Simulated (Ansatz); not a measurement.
A structure relaxed at r2SCAN-D4/def2-SVP in Ansatz, charge 0, singlet:

```xyz
8

Ag   -1.2282   -0.9518   -0.8226
Ag    1.3737   -1.0774   -0.0569
Ag   -0.5015   -0.1502    1.6696
Ag    0.1995    1.4515   -0.5451
H     0.3698   -1.4831   -1.5484
H     0.5266    2.9597   -1.0503
H     1.3043   -0.4872    1.6845
H    -2.0441   -0.2615    0.6693
```

Question: Give its formula and point group.

Answer: the cluster Ag4H4. Point group Cs (tolerance 0.1 Å).

Question: Summarise the bond lengths by kind (pairs closer than 1.2 times the sum of covalent radii, bridged metal pairs left out).

Answer: 3 × Ag–Ag 2.81 to 2.83 Å; 7 × Ag–H 1.62 to 1.84 Å.

In the def2 sets Ag takes a core potential; there is no spin–orbit coupling. The relaxation made no stability test and no search for a lower SCF solution. No other spin state of charge 0 was run. Another isomer (singlet) lies 1.94 eV lower at PBE0-D4/def2-TZVP; other spin states weren't run for this one.
